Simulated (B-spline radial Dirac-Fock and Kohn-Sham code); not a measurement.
**Binding energies of Cs⁴⁸⁺ at several levels of theory**

System: Cs⁴⁸⁺, configuration [He] 2s2 2p3.

The density-functional columns are spherical, spin-unpolarised Dirac-Kohn-Sham results without Breit or QED terms: −ε is minus the orbital energy of the initial state and ΔSCF the difference of two total energies. The reference in the last column comes from Dirac-Fock energy differences between relaxed states, corrected for Breit and QED terms. All numbers are from a radial finite-basis atomic code, in eV; a selection of levels is shown. For the 1s level of heavy atoms much of the gap between ΔSCF and the reference is the Breit and QED part, -121.6 eV here; for other levels the error of the functional can be larger.

```
    level   LDA −ε  LDA ΔSCF  Dirac-Fock
   K (1s)  39869.0   40302.2     40173.4
  L1 (2s)   9207.5    9314.6      9310.0
L2,3 (2p)   8738.7    8862.9      8855.2
```

Values without a named source are computed, but for edge energies of neutral atoms, which are taken from tables.
